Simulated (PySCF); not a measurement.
```xyz
4
charge 0 multiplicity 1, angstrom
Tl    0.0055    0.0000    0.0188
O     0.0095    0.0000    1.8767
O    -0.1315    0.0000   -1.9689
H     0.7487    0.0000   -2.3598
```

All numbers come from PBE0 in PySCF with Tl def2-TZVP with ECP60, O def2-TZVP, H def2-TZVP; scalar-relativistic core potentials, no spin–orbit coupling; density-fitted integrals.

This geometry of TlO(OH) is a stationary point at this level.

Task: What is the point group?

Result: Cs.

Task: Is it a minimum?

Result: Yes: all harmonic wavenumbers are real.

Task: What are the dipole moment and the gap between the highest occupied and lowest empty levels?

Result: 3.81 D and 5.43 eV.

Task: Give the atomic charges and bond orders.

Result: 
| atom | Mulliken | Löwdin | polar tensor | Mayer order to Tl1 |
| --- | --- | --- | --- | --- |
| Tl1 | 0.81 | 0.54 | 1.03 | – |
| O2 | -0.55 | -0.40 | -0.59 | 1.76 |
| O3 | -0.58 | -0.30 | -0.68 | 0.98 |
| H4 | 0.32 | 0.16 | 0.24 | 0.02 |
Other Mayer orders above 0.3: O–H 0.89.

Task: What is the atomisation energy, with and without zero-point energy?

Result: 953 kJ/mol without, 914 kJ/mol with.

This need not be the most stable arrangement of these atoms. Spin–orbit coupling, left out here, can matter for elements this heavy.
